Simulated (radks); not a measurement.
The numbers below are computed, except where a source is named.
Spherical quantum dot in the effective-mass picture: electrons in a parabolic well V = omega^2 r^2 / 2 with omega = 1.71, all in effective atomic units (hartree* = m*/eps^2 hartree, bohr* = eps/m* bohr), one dielectric constant everywhere. Level of theory: non-relativistic Kohn-Sham, PBE, spin-polarised, spherical densities (a radial shooting solver with Libxc functionals). Levels are named by radial order and angular momentum (1s, 1p, 1d, 2s, ...), and open shells are averaged over m. Results are scaled to m* = 0.343 and eps = 11.6, for which hartree* = 69.36 meV and bohr* = 1.79 nm.

N = 11, configuration 1s2 1p6 1d(up 3, down 0). This is the lowest configuration that the search found. Occupied and some empty levels:

| level | occupation | eigenvalue (meV) | <r> (nm) |
|---|---|---|---|
| 1s up | 1 | 681.66 | 1.955 |
| 1s down | 1 | 685.69 | 1.920 |
| 1p up | 3 | 756.47 | 2.475 |
| 1p down | 3 | 763.11 | 2.456 |
| 1d up | 3 | 839.21 | 2.859 |
| 1d down | 0 | 847.06 | 2.854 |
| 2s up | 0 | 853.59 | 2.548 |
| 2s down | 0 | 858.46 | 2.568 |
| 1f up | 0 | 928.36 | 3.177 |
| 1f down | 0 | 936.41 | 3.184 |
| 2p up | 0 | 947.95 | 2.919 |
| 2p down | 0 | 952.38 | 2.933 |

Energy (meV): total 5858.36, kinetic 1216.9, external 2366.4, Hartree 2719.1, exchange-correlation -444.01.

Electron density:

| r (nm) | n(r) (e/nm^3) |
|---|---|
| 0.235 | 0.06655 |
| 0.497 | 0.07208 |
| 0.759 | 0.08016 |
| 1.02 | 0.08876 |
| 1.28 | 0.09563 |
| 1.55 | 0.09872 |
| 1.81 | 0.09667 |
| 2.07 | 0.08918 |
| 2.33 | 0.07695 |
| 2.59 | 0.06187 |
| 2.85 | 0.04608 |
| 3.12 | 0.03156 |
| 3.38 | 0.01992 |
| 3.64 | 0.01152 |
| 3.90 | 0.006146 |
| 4.16 | 0.003021 |
| 4.43 | 0.001361 |
| 4.69 | 0.0005665 |
| 4.95 | 0.0002150 |
| 5.21 | 0.00007554 |
